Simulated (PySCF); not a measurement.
Löwdin shares of the frontier orbitals

C9H12O2S.
Numbering: `[CH3:1][CH:2]([CH3:3])[S:4](=[O:5])(=[O:6])[c:7]1[cH:8][cH:9][cH:10][cH:11][cH:12]1` (hydrogens: H13, H14, H15 on C1; H16 on C2; H17, H18, H19 on C3; H20 on C8; H21 on C9; H22 on C10; H23 on C11; H24 on C12)

Geometry (PBE0-D3(BJ)/def2-SVP, Å), atoms numbered from 1 in this order:
```xyz
24
C9H12O2S angstrom
C     -2.2310    0.3025    1.4524
C     -2.3040   -0.0003   -0.0308
C     -3.6258   -0.6113   -0.4692
S     -1.0084   -1.1822   -0.5107
O     -1.0767   -2.3151    0.4161
O     -1.1283   -1.3811   -1.9563
C      0.5284   -0.3273   -0.2117
C      1.2133   -0.5614    0.9785
C      2.4184    0.1018    1.1999
C      2.9208    0.9767    0.2364
C      2.2320    1.1872   -0.9591
C      1.0286    0.5268   -1.1933
H     -1.2675    0.7503    1.7365
H     -3.0262    1.0128    1.7248
H     -2.3727   -0.6196    2.0346
H     -2.0773    0.8940   -0.6348
H     -4.4455    0.0922   -0.2615
H     -3.6167   -0.8383   -1.5436
H     -3.8175   -1.5435    0.0832
H      0.8025   -1.2703    1.7006
H      2.9718   -0.0713    2.1254
H      3.8670    1.4932    0.4142
H      2.6409    1.8591   -1.7171
H      0.4835    0.6468   -2.1320
```

The calculation used TDDFT CAM-B3LYP/def2-SVPD, vertical, gas phase, core orbitals frozen in the response (PySCF).

Kohn–Sham orbitals with the atoms that hold most of them (Löwdin shares over 4%, at most four atoms; ? is withheld):

```csv
orbital,ε (eV),atoms
HOMO-3,-10.06,"O5 43%, O6 42%, S4 6%"
HOMO-2,-9.52,"O6 21%, O5 19%, C2 15%, S4 12%"
HOMO-1,-9.27,"C7 23%, C10 21%, C11 10%, C9 9%"
HOMO,?,?
LUMO,-0.29,?
LUMO+1,0.18,"C11 19%, C8 18%, C9 17%, C12 17%"
LUMO+2,0.98,"S4 11%, C11 9%, C9 8%, C1 8%"
```

**Question.** Which atoms hold the HOMO, and with what shares?

**Answer.** C12 (bonded to 2 C and H) 21%; C9 (bonded to 2 C and H) 20%; C8 (bonded to 2 C and H) 20%; C11 (bonded to 2 C and H) 19%.

**Question.** Give the leading atoms of the LUMO.

**Answer.** C10 (bonded to 2 C and H) 20%; C7 (bonded to 2 C and S) 19%; C12 (bonded to 2 C and H) 12%; C8 (bonded to 2 C and H) 11%.

**Question.** What is the HOMO energy, and the HOMO–LUMO gap?

**Answer.** ε(HOMO) = -9.19 eV; the gap is 8.90 eV (0.3269 hartree).

**Question.** How does S1 compare with the orbital gap of 8.90 eV?

**Answer.** S1 is at 5.38 eV (f = 0.0092), 3.51 eV below the gap, made of HOMO→LUMO (63%), HOMO-1→LUMO+1 (32%). Without the coupling terms of the response equations the lowest excitation would equal the gap.

**Question.** Give energy, strength and leading configuration of S2 and S3, and follow the Löwdin shares of the leading atoms from the occupied to the empty orbital.

**Answer.** 
- S2 (6.00 eV, f 0.051), HOMO-1→LUMO (73%): C7 23% → 19%, C10 21% → 20%
- S3 (6.18 eV, f 0.017), HOMO-2→LUMO (83%): O6 21% → at most 11%, O5 19% → at most 11%, C10 at most 12% → 20%, C7 at most 12% → 19%

Löwdin shares depend on the basis, the more so with diffuse functions.

The run took 2.1 min wall, 4.6 min CPU (with the writing of density and orbital grids) on an Intel Xeon Platinum 8488C with 2 threads, shared host with 192 logical CPUs at a one-minute load of 32, and the process peaked at 2.3 GiB of memory.

One conformer stands for the species.
